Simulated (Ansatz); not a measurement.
Stepwise reaction of `[Cl][InH][Cl]` with water, as a gas-phase model of exchange steps in deposition or etching. ΔE in kJ/mol; ΔG adds harmonic PBE0-D4 terms to CCSD(T)/CBS, at 1 bar.

Calculated with Ansatz (gas phase, PBE0-D4/def2-TZVP geometries, no zero-point term in ΔE). CCSD(T)/CBS adds triple-zeta CCSD(T) − MP2 to the extrapolated MP2 energy (def2 sets, frozen cores). This one scheme is used for every species. DFT in def2-TZVPP. B3LYP here is the variant with VWN-RPA as its local correlation; programs differ in this. Elements past krypton have def2 core potentials. For In outer-core shells are correlated without core-valence functions, which leaves a few kJ/mol of doubt a bond. Each species was taken in one conformer, which may not be the lowest.

| step | reaction | PBE-D4 | B3LYP-D4 | ωB97M-V | CCSD(T)/CBS | ΔG(400 K) |
| --- | --- | --- | --- | --- | --- | --- |
| 1 | `[Cl][InH][Cl]` + H₂O → `[OH][InH][Cl]` + HCl | 77.9 | 82.2 | 83.7 | 82.2 | 75.5 |
| 2 | `[OH][InH][Cl]` + H₂O → `[OH][InH][OH]` + HCl | 89.8 | 93.0 | 94.5 | 91.8 | 86.4 |

Task: By hand: ΔE of the 2 steps together at CCSD(T)/CBS.

Result: (82.2) + (91.8) = 174.0 kJ/mol, or 87.0 kJ/mol a step.

In ΔE each step is higher than the one before. All are uphill at CCSD(T)/CBS. ΔG lies between 75.5 and 86.4 kJ/mol a step. PBE-D4 differs from CCSD(T)/CBS by -4.3 to -2.0 kJ/mol a step. Isolated molecules leave out the surface, adducts and barriers. Largest T1 diagnostic: 0.017.
